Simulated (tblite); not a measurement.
C7H15P.
Numbering: `[CH3:1][CH:2]([CH3:3])[PH:4][CH:5]1[CH2:6][CH2:7][CH2:8]1` (hydrogens: H9, H10, H11 on C1; H12 on C2; H13, H14, H15 on C3; H16 on P4; H17 on C5; H18, H19 on C6; H20, H21 on C7; H22, H23 on C8)

Structure used (GFN2-xTB), in Å, numbered top down from 1:
```xyz
23
C7H15P angstrom
C     -2.793   -1.035    0.296
C     -1.632   -0.046    0.322
C     -2.139    1.386    0.184
P     -0.453   -0.441   -1.086
C      1.075    0.395   -0.438
C      1.641   -0.018    0.935
C      3.028   -0.169    0.294
C      2.396   -0.044   -1.099
H     -3.327   -0.968   -0.650
H     -3.493   -0.820    1.101
H     -2.435   -2.057    0.414
H     -1.089   -0.147    1.270
H     -2.826    1.627    0.994
H     -2.665    1.511   -0.762
H     -1.314    2.096    0.214
H     -0.105   -1.706   -0.584
H      0.927    1.476   -0.515
H      1.559    0.725    1.727
H      1.241   -0.965    1.295
H      3.694    0.658    0.532
H      3.543   -1.106    0.498
H      2.854    0.676   -1.774
H      2.309   -1.000   -1.612
```

Level: GFN2-xTB in tblite, geometry and Hessian alike; calculated harmonic values, unscaled, isolated species. Errors from tens to a few hundred cm⁻¹ against measured bands are possible. Modes of hydrogen on phosphorus can be 10 to 20 % off. One conformer, not necessarily the lowest.

Harmonic wavenumbers (cm⁻¹): 40.5, 74.3, 83.3, 119.7, 193.7, 211.6, 252.4, 271.8, 315.2, 342.2, 410.0, 575.2, 659.3, 756.6, 814.4, 831.3, 840.7, 851.5, 931.8, 938.4, 982.8, 986.8, 995.5, 1037.3, 1052.1, 1061.0, 1065.8, 1106.0, 1137.2, 1168.6, 1184.3, 1189.5, 1220.2, 1228.8, 1236.0, 1252.2, 1259.6, 1269.6, 1294.2, 1406.7, 1418.4, 1471.3, 1474.9, 1490.5, 1493.4, 1493.6, 1500.5, 1502.9, 2218.3, 2899.0, 2931.9, 2980.2, 2988.4, 2997.9, 3007.8, 3008.0, 3010.3, 3012.8, 3015.6, 3018.0, 3019.3, 3025.7, 3026.2.

A = 3435, B = 890.9, C = 856.5 MHz; mass 130.091 u (most abundant isotopes); point group C1, symmetry number 1.

Q: What is the zero-point energy?

A: ½Σν̃ = 44327 cm⁻¹ = 530.26 kJ/mol.

Q: What is S at 298.15 K and 1 bar for an ideal gas of classical rigid rotors and harmonic oscillators?

A: Translation 169.57, rotation 122.16, vibration 127.35: S = 419.1 J/(mol K).

Q: And Cp and H(298.15 K) − H(0)?

A: Cp = 164.22 J/(mol K), of which vibrations give 130.96 (their classical limit is 63 R = 523.8); H(298.15 K) − H(0) = 29.55 kJ/mol without the zero-point energy, 19.63 from vibrations.

Q: What must be added to the electronic energy to get the Gibbs energy at 298.15 K and 1 bar?

A: ZPE + [H(298.15 K) − H(0)] − T·S = 530.26 + 29.55 − 124.95 = 434.86 kJ/mol.

Q: How do the functions run with temperature in this model?

A: 
```tsv
T (K)	S (J/(mol K))	Cp (J/(mol K))	H − H(0) (kJ/mol)	G − H(0) (kJ/mol)	ln q(vib)
150	332.0	100.7	10.23	-39.56	3.38
250	392.3	140.8	22.21	-75.86	6.11
400	474.6	215.7	48.91	-140.92	10.11
600	578.9	300.0	100.94	-246.39	15.51
900	717.6	383.1	204.43	-441.43	23.49
```

q(vib) and H(0) count from the zero-point level.

Hindered rotation and anharmonicity are outside this model. Other conformers, if any are populated, would add a mixing term that is left out. The structure is chiral; the term R ln 2 for an equal mix with its mirror image is left out.
